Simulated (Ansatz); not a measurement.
Consider the ligand exchange at a B–O bond: `BO` + `N[SiH](F)F` → `BN[SiH](F)F` + H₂O.

Computed with Ansatz on PBE0-D4/def2-TZVP structures; ΔE is electronic, products minus reactants. CCSD(T)/CBS adds triple-zeta CCSD(T) − MP2 to the extrapolated MP2 energy (def2 sets, frozen cores). This one scheme is used for every species. One conformer a species, not always the lowest.

```json
{"species": "`BO`", "CCSD(T)/CBS(def2) energy (Eh)": "-101.80414"}
{"species": "`N[SiH](F)F`", "CCSD(T)/CBS(def2) energy (Eh)": "-545.34917"}
{"species": "`BN[SiH](F)F`", "CCSD(T)/CBS(def2) energy (Eh)": "-570.77155"}
{"species": "H₂O", "CCSD(T)/CBS(def2) energy (Eh)": "-76.37941"}
```

(1) Work out ΔE.

Largest T1 diagnostic among the species: 0.014.

Results:

(1) ΔE = (-570.77155) + (-76.37941) − (-101.80414) − (-545.34917) = 0.00235 Eh = +6.2 kJ/mol.

The D4 term adds −4.8 kJ/mol with B3LYP and −2.7 kJ/mol with PBE0; it sums over pairs of atoms, weighted by their polarisabilities, and B3LYP, whose exchange is more repulsive, gets the larger term. At CCSD(T), def2-SVP lies +12.4 kJ/mol from the extrapolated value and def2-TZVPP +2.4 kJ/mol. In def2-TZVPP, CCSD(T) changes the Hartree–Fock value by −9.9 kJ/mol (the triples alone add −1.2 kJ/mol) and MP2 by −10.4 kJ/mol.

B3LYP here is the variant with VWN-RPA as its local correlation; programs differ in this.
